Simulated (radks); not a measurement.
These are the eigenvalues of the occupied orbitals of an atom or ion with whole-number occupations (Ry). Calculated with a radial shooting solver on a logarithmic mesh with Libxc functionals: scalar-relativistic Kohn-Sham, LDA (Slater exchange, VWN5 correlation), spin-polarised, spherical densities, finite nucleus; Fermi nuclear charge, rms radius of each element as measured or else 0.836 A^(1/3) + 0.57 fm.

| orbital | eigenvalue |
|---|---|
| 1s up | -3829.096 |
| 1s down | -3829.059 |
| 2s up | -754.9780 |
| 2s down | -753.7999 |
| 2p up | -689.0534 |
| 2p down | -688.1137 |
| 3s up | -266.8794 |
| 3s down | -265.6180 |
| 3p up | -246.5292 |
| 3p down | -245.2468 |
| 3d up | -222.1198 |
| 3d down | -220.5535 |

Which element is it, and in what charge state? The configuration may be excited. Open shells, if any, are filled with parallel spins first.

Answer. Z = 64, gadolinium, charge +40: Gd40+ in [Ar] 3d6. The list shows which subshells hold electrons but not how many an open one holds; the 1s level, -1914.5 hartree, gives Z - s = 61.9 by -(Z - s)^2/2, which with screening and relativity narrows Z to a few neighbours, and the depths of the outer levels then fix element, charge and occupations together.
